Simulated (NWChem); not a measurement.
# Plane-wave run on MgS (rocksalt type)

```
MgS
1.0
    0.00000     2.54196     2.54196
    2.54196     0.00000     2.54196
    2.54196     2.54196     0.00000
S Mg
1 1
Direct
  0.00000   0.00000   0.00000
  0.50000   0.50000   0.50000
```

Everything below was run with NWChem. Origin of the cell: lattice set by a structure generator, not relaxed at this level.

Norm-conserving pseudopotentials with valence charges S 6, Mg 2, fixed occupations, no spin-orbit coupling, density cut at twice the wavefunction cutoff.

Level: LDA (Vosko), Troullier-Martins, cutoff 25 Ha, density from a 4×4×4 mesh. Bands run along Γ–X–U|K–Γ–L–W–X with k in units of the cell's reciprocal vectors.

What gap does the band structure show, and how wide is the group of occupied bands?

It shows an indirect gap along this path of 2.68 eV from Γ to X (smallest direct gap on this path 3.93 eV). The 4 occupied bands reach 13.1 eV below the valence-band top.
